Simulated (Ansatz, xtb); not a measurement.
C2H8BNO: which of two isomers lies lower

We compare X, `COB(C)N`, a singlet, with Y, `CCOBN`, a singlet. Both are isolated molecules in the gas phase, relaxed with B3LYP-D3(BJ)/def2-SVP; each stands in its lowest conformer found.

Which of the two would you expect CCSD(T)/def2-SVP + ΔMP2/def2-TZVPP electronic energies to favour?

Structure X; the calculation gives E(Y) − E(X) = +30.2 kJ/mol.

Level by level:

```
                             level               geometry  E(Y) − E(X) (kJ/mol)  departure from the last row (kJ/mol)  job, with rough time for the two
                          GFN2-xTB               GFN2-xTB                   −26.7                                 −56.9              optimisation, 0.48 s
                         HF/STO-3G               GFN2-xTB                   +24.8                                  −5.4              single point, 0.47 s
                r2SCAN-D4/def2-SVP               GFN2-xTB                   +32.6                                  +2.4               single point, 3.6 s
             B3LYP-D3(BJ)/def2-SVP  B3LYP-D3(BJ)/def2-SVP                   +30.1                                  −0.2             optimisation, 1.7 min
                       HF/def2-SVP  B3LYP-D3(BJ)/def2-SVP                   +29.9                                  −0.3           part of the CCSD(T) run
                      MP2/def2-SVP  B3LYP-D3(BJ)/def2-SVP                   +28.1                                  −2.1           part of the CCSD(T) run
                  CCSD(T)/def2-SVP  B3LYP-D3(BJ)/def2-SVP                   +26.7                                  −3.6                      single point
CCSD(T)/def2-SVP + ΔMP2/def2-TZVPP  B3LYP-D3(BJ)/def2-SVP                   +30.2                                                      single point, 30 s
```

As drawn, Y has 1 C–C, 1 B–H in place of 1 C–B, 1 C–H.

GFN2-xTB puts the two in the other order. The largest departure from CCSD(T)/def2-SVP + ΔMP2/def2-TZVPP is that of GFN2-xTB, 56.9 kJ/mol. The last row adds to CCSD(T) the change of the MP2 difference between the two basis sets, here +3.6 kJ/mol.

With harmonic frequencies from B3LYP-D3(BJ)/def2-SVP (ideal gas, rigid rotor, one conformer each, 298.15 K, 1 atm): the zero-point term adds +1.4 kJ/mol; ΔH is +30.2 and ΔG +32.9 kJ/mol.

The correlated steps freeze 5 core orbitals. Run with Ansatz 0.2.0, xtb 6.7.1; the last row on 2 threads of Intel(R) Xeon(R) Processor @ 2.70GHz on a shared host.
